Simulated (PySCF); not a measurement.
## Assigning NMR signals

Structure with atom numbers: `[CH3:1][C:2]([CH3:3])=[C:4]([CH3:5])[CH2:6][B:7]([OH:8])[OH:9]`. Each H is labelled by its parent atom.

PySCF calculation with shielding tensors at B3LYP/pcSseg-1 (GIAO) and PBE0-D3(BJ)/def2-SVP geometry; no solvent model, fast rotation and ring inversion assumed for equivalent nuclei, non-relativistic Hamiltonian, single conformer.

δ = σ(ref) − σ, references computed at the same level: $^{13}$C, $^{1}$H vs TMS.

(1) Assign these signals to the numbered atoms. $^{13}$C{$^{1}$H} NMR (computed): δ 137.1 (C), 128.7 (C), 25.1 (CH2), 23.2 (CH3), 22.1 (CH3), 21.8 (CH3).

(2) Assign these signals to the numbered atoms. $^{1}$H NMR (300 MHz, computed): δ 3.49 (br s, 2H), 1.96 (s, 3H), 1.80 (s, 3H), 1.54 (s, 3H), 1.26 (s, 2H).

Answers

(1) 
```tsv
δ (ppm)	atoms	environment	reason
137.1	C4	fully substituted alkene carbon	as expected for a trigonal carbon in a double bond
128.7	C2	fully substituted alkene carbon	–
25.1	C6	allylic sp3 CH2 bonded to B	–
23.2	C3	allylic methyl carbon	aliphatic region, no heteroatom directly attached
22.1	C5	allylic methyl carbon	–
21.8	C1	allylic methyl carbon	–
```

C6 and C3; C3 and C5; C5 and C1 lie closer than the usual error of such a calculation, so a measured spectrum could show them in the other order.

(2) 
| δ (ppm) | atoms | environment | reason |
| --- | --- | --- | --- |
| 3.49 | H(O8)/H(O9) | hydrogen on an oxygen bonded to B | exchangeable, gas-phase position |
| 1.96 | H(C5) | hydrogen on an allylic methyl carbon | allylic position |
| 1.80 | H(C3) | hydrogen on an allylic methyl carbon | – |
| 1.54 | H(C1) | hydrogen on an allylic methyl carbon | – |
| 1.26 | H(C6) | hydrogen on an allylic sp3 CH2 bonded to B | – |

OH/NH shifts are gas-phase values; hydrogen bonding in solution moves them, usually downfield. A carbon bonded to boron is broadened by the quadrupolar boron nucleus and is often missing from a measured spectrum. Shifts are as computed. Against solution values, carbons near 30 ppm lie about +2 ppm off and those near 130 ppm about +6 ppm. Of 1309 compounds with measured shifts, 239 miss one by over three times the rms of a fit or turn the order of signals round; such compounds aren't used in these exercises. Multiplicities follow the n + 1 count of equivalent neighbours, as no J values were calculated; m marks all less simple cases, F and P coupling included.
